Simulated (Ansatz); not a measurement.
Reaction (SMILES): [F][Ga] (F-Ga) (closed-shell singlet) → F atom + Ga atom
B3LYP-D3(BJ)/def2-TZVP geometries, fixed; electronic energies without zero-point terms.

Basis-set convergence of the atomisation energy at HF with Ansatz (a quantum-chemistry and plane-wave program). All functions are spherical. Open shells are unrestricted. No added dispersion term, no relativity. Functions are those of the species that has most. Reference: the value in aug-cc-pV5Z, 97.50 kcal/mol, itself unsure by roughly 0.12 kcal/mol (its mean distance from pcseg-4, aug-pcseg-3, aug-cc-pVQZ). Deviations are taken from unrounded values.

```tsv
basis	functions	atomisation energy (kcal/mol)
cc-pVDZ	41	92.20
aug-cc-pVDZ	59	97.23
pcseg-1	41	95.42
aug-pcseg-1	59	99.44
def2-SVP	46	95.95
def2-SVPD	61	99.22
cc-pVTZ	73	96.07
aug-cc-pVTZ	105	97.03
pcseg-2	73	96.68
aug-pcseg-2	105	97.40
def2-TZVPP	79	96.81
def2-TZVPPD	94	97.37
cc-pVQZ	123	97.44
aug-cc-pVQZ	173	97.52
pcseg-3	128	97.55
aug-pcseg-3	178	97.61
def2-QZVPP	146	97.49
def2-QZVPPD	161	97.53
cc-pV5Z	195	97.49
aug-cc-pV5Z	267	97.50
```

What the diffuse functions change, pair by pair:
- cc-pVDZ to aug-cc-pVDZ: 18 more functions, deviation -5.30 to -0.27 kcal/mol
- pcseg-1 to aug-pcseg-1: 18 more functions, deviation -2.08 to 1.94 kcal/mol
- def2-SVP to def2-SVPD: 15 more functions, deviation -1.55 to 1.72 kcal/mol
- cc-pVTZ to aug-cc-pVTZ: 32 more functions, deviation -1.43 to -0.47 kcal/mol
- pcseg-2 to aug-pcseg-2: 32 more functions, deviation -0.82 to -0.10 kcal/mol
- def2-TZVPP to def2-TZVPPD: 15 more functions, deviation -0.69 to -0.13 kcal/mol
- cc-pVQZ to aug-cc-pVQZ: 50 more functions, deviation -0.06 to 0.02 kcal/mol
- pcseg-3 to aug-pcseg-3: 50 more functions, deviation 0.05 to 0.11 kcal/mol
- def2-QZVPP to def2-QZVPPD: 15 more functions, deviation -0.01 to 0.03 kcal/mol
- cc-pV5Z to aug-cc-pV5Z: 72 more functions, deviation -0.01 to 0.00 kcal/mol

Leaving out the reference's own pair, they bring the value nearer the reference by more than 0.12 kcal/mol in 5 of 9 pairs.
